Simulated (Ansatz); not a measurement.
`C[Se][GaH][Cl]` + `[SiH3][SeH]` → `C[Se][Se][SiH3]` + `[Cl][GaH2]` at 298.15 K and 1 bar (ligand exchange at the Se–Ga bond).

Program: Ansatz. Geometries: PBE0-D4/def2-TZVP. ΔE: electronic, gas phase. CBS: MP2 limit from def2 TZ/QZ plus the TZ coupled-cluster correction, frozen cores. For Ga, Se outer-core shells are correlated without core-valence functions, which leaves a few kJ/mol of doubt a bond. Scalar relativity is left out up to krypton. One conformer a species, not always the lowest.

```
          species  CCSD(T)/CBS energy (Eh)  H − E (kJ/mol)  S (J/(mol·K))
 `C[Se][GaH][Cl]`              -4824.97287           143.1          374.1
    `[SiH3][SeH]`              -2692.20088            99.8          286.6
`C[Se][Se][SiH3]`              -5132.18229           190.5          379.4
     `[Cl][GaH2]`              -2384.95520            49.7          264.5
```

H − E and S are ideal-gas, rigid-rotor, harmonic terms from PBE0-D4/def2-TZVP, for one conformer and one mirror image of each species. 1 Eh = 2625.50 kJ/mol, R = 8.31446 J/(mol·K).

**Question.** By hand: ΔE, ΔH, ΔS and ΔG.

**Answer.** ΔE = (-5132.18229) + (-2384.95520) − (-4824.97287) − (-2692.20088) = 0.03626 Eh = 95.2 kJ/mol. Δ(H − E) = 190.5 + 49.7 − 143.1 − 99.8 = -2.7, so ΔH = 92.5 kJ/mol. ΔS = 379.4 + 264.5 − 374.1 − 286.6 = -16.8 J/(mol·K). ΔG = 92.5 − 298.15 × (-16.8)/1000 = 97.5 kJ/mol.

**Question.** By hand: the equilibrium constant, and the temperature at which ΔG would vanish if ΔH and ΔS stayed fixed.

**Answer.** log₁₀ K = −ΔG/(RT ln 10) = -17.1. ΔH and −TΔS have one sign here, so there is no such temperature.

ΔH outweighs TΔS. A doubt of 5 kJ/mol in ΔE shifts log₁₀ K by 0.9 here. Other conformers and mirror images would add mixing entropy, several J/(mol·K) or more a flexible species. Modes under 60 cm⁻¹, often nearly free rotors, make the harmonic entropy too high. These are equilibria of isolated gas molecules and say nothing of rates. Largest T1 diagnostic: 0.012 (customary marks: 0.02 for closed shells, 0.045 for open ones).
